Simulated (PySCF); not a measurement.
Br₄Zr, SMILES [Br][Zr-]([Br])([Br])[Br] (connectivity only; charge and spin as stated), charge -1, multiplicity 2. Atoms are numbered in the order given.

```xyz
5

Zr     0.0000     0.0000     0.0000
Br    -1.4473     1.4473     1.6012
Br    -1.4473    -1.4473    -1.6012
Br     1.4473    -1.4473     1.6012
Br     1.4473     1.4473    -1.6012
```
Charge -1, spin multiplicity 2.

The structure is a stationary point at B3LYP-D3(BJ)/def2-SVPD. The multiplicity is an assumed one; other spin states were not compared. The def2 effective core potentials stand for the cores of Zr; spin–orbit coupling is left out.

Calculation: PBE0/def2-SVPD in PySCF.

Mulliken values depend strongly on the basis, most of all with diffuse functions as here. ESP charges are fitted to the potential on shells at 1.4 to 2.0 van der Waals radii. Atomic charges (e):

```tsv
atom	Mulliken	ESP fit	Mulliken spin
Zr1	1.48	[?]	1.00
Br2	-0.62	[?]	0.00
Br3	-0.62	[?]	0.00
Br4	-0.62	[?]	0.00
Br5	-0.62	[?]	0.00
```

### Question
What belongs in the gaps? (The exact figures need the calculation; the answer reports its results.)

### Answer

- Zr1, ESP fit: 0.64
- Br2, ESP fit: -0.41
- Br3, ESP fit: -0.41
- Br4, ESP fit: -0.41
- Br5, ESP fit: -0.41
